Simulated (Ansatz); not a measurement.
Two isomers of FH4N2NbO: A = `[NH2][Nb]([NH2])(=[O])[F]`, B = `[NH]=[Nb]([NH2])([OH])[F]`.

Isolated molecules relaxed with PBE0-D4/def2-TZVP in Ansatz; ΔE leaves out vibrations. CCSD(T)/CBS is the MP2 limit (def2-TZVPP, def2-QZVPP) plus CCSD(T) − MP2 in def2-TZVPP, frozen cores. Functionals use def2-TZVPP. B3LYP here is the variant with VWN-RPA as its local correlation; programs differ in this. Elements past krypton have def2 core potentials. For Nb outer-core shells are correlated without core-valence functions, which leaves a few kJ/mol of doubt a bond. Each species was taken in one conformer, which may not be the lowest.

(1) Which is lower in electronic energy at CCSD(T)/CBS, and by how much? (Estimate.)

(2) Give E(B) − E(A) in kcal/mol with PBE0-D4, CCSD(T)/def2-TZVPP, B2PLYP, MP2/def2-TZVPP, B3LYP-D4, CCSD/def2-TZVPP, BLYP-D4. (Best estimate.)

(3) Does the order hold for the free energy at 298.15 K (harmonic terms from PBE0-D4)? (Estimate.)

Largest T1 diagnostic: 0.022.

Answers

(1) Computed: A, by 12.7 kcal/mol.

(2) The calculation gave: PBE0-D4 14.0, CCSD(T)/def2-TZVPP 13.7, B2PLYP 15.1, MP2/def2-TZVPP 15.1, B3LYP-D4 14.0, CCSD/def2-TZVPP 13.1, BLYP-D4 15.0. None reverses the order clearly.

(3) Computed: Yes: G(B) − G(A) = +12.0 kcal/mol, for one conformer each.

From BLYP to BHLYP (50 % exact exchange), in def2-TZVPP and without D4, E(B) − E(A) moves by −2.2 kcal/mol. Leaving LDA and LC-ωPBE aside and taking each functional with its dispersion term where it has one, the values, not all of them listed here, spread over 2.6 kcal/mol, from BHLYP-D4 to revPBE-D4. LDA lies −1.6 kcal/mol from PBE without D4.
